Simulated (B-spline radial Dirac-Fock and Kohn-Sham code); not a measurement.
## Internal conversion coefficients of Ru at 1000 keV

Z = 44 (ruthenium), transition energy 1000 keV. These are calculated numbers from a radial atomic solver; the model is a Dirac-Hartree-Slater potential of the neutral atom with a Latter tail (no hole, which puts coefficients of high multipoles low close above an edge), finite nucleus with surface currents. Subshells that would emit electrons below 1 keV are left out.

Input file task.json (cfg lists n, l and occupation; rrms is the nuclear radius in fm):

```json
{"items": [{
  "Z": 44,
  "q": 0,
  "cfg": [[1, 0, 2], [2, 0, 2], [2, 1, 6], [3, 0, 2], [3, 1, 6], [3, 2, 10], [4, 0, 2], [4, 1, 6], [4, 2, 7], [5, 0, 1]],
  "A": 102,
  "rrms": 4.4809,
  "do": "conversion",
  "gamma": [1000],
  "edges": {"K": 22117.0, "L1": 3224.0, "L2": 2967.0, "L3": 2838.0, "M1": 586.1, "M2": 483.3, "M3": 461.5, "M4": 284.2, "M5": 280.0, "N1": 75.0}
}]}
```

Run with: `python xray2_run.py task.json out`

```tsv
subshell	electron energy (keV)	E2	E5	M1	M2	M4
K	977.88	0.000779	0.00624	0.000841	0.00201	0.00839
L1	996.78	8.45e-05	0.000706	9.28e-05	0.000227	0.000989
L2	997.03	3.20e-06	0.000163	1.95e-06	7.66e-06	6.77e-05
L3	997.16	2.58e-06	5.19e-05	8.89e-07	2.17e-06	3.57e-05
M1	999.41	1.55e-05	0.000131	1.71e-05	4.19e-05	0.000184
M2	999.52	6.29e-07	3.22e-05	3.83e-07	1.51e-06	1.34e-05
M3	999.54	5.09e-07	1.03e-05	1.75e-07	4.27e-07	7.13e-06
M4	999.72	6.89e-10	6.56e-08	2.15e-10	8.85e-10	2.93e-08
M5	999.72	9.54e-10	2.28e-08	4.43e-10	7.51e-10	6.46e-09
total		0.000889	0.00737	0.000958	0.00230	0.00972
```

Q: For a pure E2 transition, what fraction of decays emits a photon?

A: 1/(1 + α) = 0.999 with the total α = 0.000889; the total includes the outer subshells that are not listed.
